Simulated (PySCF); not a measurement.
Calculation: PySCF with PBE0-D4/def2-TZVP. Gas-phase values, no solvent. One relaxed conformer stands for a flexible species; it need not be the lowest. 

Reference species (SMILES): `C[Si@H]([SiH3])N` (neutral, multiplicity 1).

```
Quantity                  Result
----------------------  --------
HOMO                    -7.11 eV
HOMO–LUMO gap            7.25 eV
S1 oscillator strength     0.015
```

Changed species: `C[SiH2][SiH2]N`.

What does the change do to the HOMO, HOMO–LUMO gap and S1 oscillator strength?

the HOMO decreases by 0.07 eV, to -7.18 eV; the HOMO–LUMO gap falls by 0.03 eV, to 7.22 eV; the S1 oscillator strength hardly moves.
